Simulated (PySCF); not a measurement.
**Correlation energy of O⁺ (oxygen, charge +1)**

[He] 2s2 2p3, high-spin 4S determinant. Calculation: PySCF 2.14, in dyall-av2z (11s7p2d, 42 functions); the non-relativistic Hamiltonian (point nucleus). Frozen: 1s2; 5 electrons correlated; the 8 highest virtual orbitals of each spin left out.

```csv
level,correlation energy (mhartree)
CCSD,-101.04
(T),-0.97
CCSD(T),-102.01
CCSDT,-102.15
```

Diagnostics: T1 = 0.0043, D1 = 0.0080, largest double amplitude 0.029.

Task: Is a single reference adequate?

Result: Yes: T1 lies below 0.03 and no double amplitude reaches 0.07.
